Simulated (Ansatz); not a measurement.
One change: `[SiH3]SCS` becomes `[SiH3]SC[SiH2]Cl`.

Ansatz, PBE0-D4/def2-TZVP geometries, multiplicity 1. Each molecule was computed in one conformer, which needn't be the lowest.

| property | `[SiH3]SCS` |
| --- | --- |
| LUMO energy (PBE0/def2-TZVPP) / eV | -0.36 |
| HOMO–LUMO gap (PBE/def2-TZVPP) / eV | 4.47 |
| HOMO energy (PBE0/def2-TZVPP) / eV | -6.96 |
| LUMO energy (ωB97M-V/def2-TZVPP) / eV | 1.53 |
| HOMO energy (ωB97M-V/def2-TZVPP) / eV | -9.13 |
| HOMO–LUMO gap (B3LYP/def2-TZVPP) / eV | 6.14 |

(1) What does the change do to each property? (Estimate.)

## Answers

(1) The calculation gave: 
```json
{"property": "LUMO energy (PBE0/def2-TZVPP) / eV", "`[SiH3]SC[SiH2]Cl`": "-0.12", "shift": "0.24"}
{"property": "HOMO–LUMO gap (PBE/def2-TZVPP) / eV", "`[SiH3]SC[SiH2]Cl`": "4.74", "shift": "0.27"}
{"property": "HOMO energy (PBE0/def2-TZVPP) / eV", "`[SiH3]SC[SiH2]Cl`": "-6.96", "shift": "0.00"}
{"property": "LUMO energy (ωB97M-V/def2-TZVPP) / eV", "`[SiH3]SC[SiH2]Cl`": "1.69", "shift": "0.16"}
{"property": "HOMO energy (ωB97M-V/def2-TZVPP) / eV", "`[SiH3]SC[SiH2]Cl`": "-9.12", "shift": "0.01"}
{"property": "HOMO–LUMO gap (B3LYP/def2-TZVPP) / eV", "`[SiH3]SC[SiH2]Cl`": "6.40", "shift": "0.26"}
```

B3LYP here is the variant with VWN-RPA as its local correlation; programs differ in this.
